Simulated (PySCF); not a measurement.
**Computed properties of CH7GeNOSi, SMILES [OH][Ge@@H]1[CH2]N[SiH2]1**

CH7GeNOSi, SMILES N1[CH2][Ge@H]([SiH2]1)[OH]. Coordinates come from a PBE0-D3(BJ)/def2-SVP optimisation. The structure was generated by enumeration; whether it is a known compound was not checked. Other conformers were not sampled. All values are computed for the isolated molecule unless a solvent is named; none is compared with measurement here.

**Structure.** All 30 harmonic modes at PBE0-D3(BJ)/def2-SVP (PySCF) are real, so it is a minimum. With heavy atoms numbered as in [OH:1][Ge@@H:2]1[CH2:3][NH:4][SiH2:5]1, the shortest bond between them is C3–N4 at 1.460 Å and the longest Ge2–Si5 at 2.385 Å.

**Vibrations.** The strongest infrared lines (harmonic, unscaled, degenerate partners summed) lie at 694 cm⁻¹ (226 km/mol, O 59 %, H 22 %, Ge 17 %), 2111 cm⁻¹ (176 km/mol, H 99 %), 2181 cm⁻¹ (170 km/mol, H 96 %). The softest mode is at 74 cm⁻¹ and the zero-point energy is 51.7 kcal/mol.

**Electronic structure.** CAM-B3LYP/def2-TZVP (PySCF) places the frontier levels at -8.15 and 0.78 eV, a gap of 8.93 eV, and gives a dipole moment of 0.97 D and a mean polarisability of 78.4 bohr³. PBE/def2-TZVP (PySCF) at the same geometry gives -5.43 and -0.99 eV, so its gap is 4.49 eV narrower. An orbital gap is neither the optical nor the fundamental gap.

**Excitations.** TDA-CAM-B3LYP/def2-SVPD (PySCF) has S1 at 5.46 eV (227 nm, f = 0.001, dark); the most intense of the 10 singlets computed lies at 6.77 eV (f = 0.15). T1 (TDA) is at 5.15 eV, 0.31 eV under S1. TDA-PBE/def2-SVPD (PySCF) puts S1 at 4.50 eV. No vertical singlet excitation falls in the visible range (under 3.1 eV).

**NMR.** GIAO shifts at PBE0/pcSseg-1 (PySCF) (non-relativistic, atoms alike by connectivity averaged): ¹³C at 55.6 ppm against TMS; ¹H from 0.1 to 6.4 ppm against TMS; ²⁹Si at -2.8 ppm against TMS.
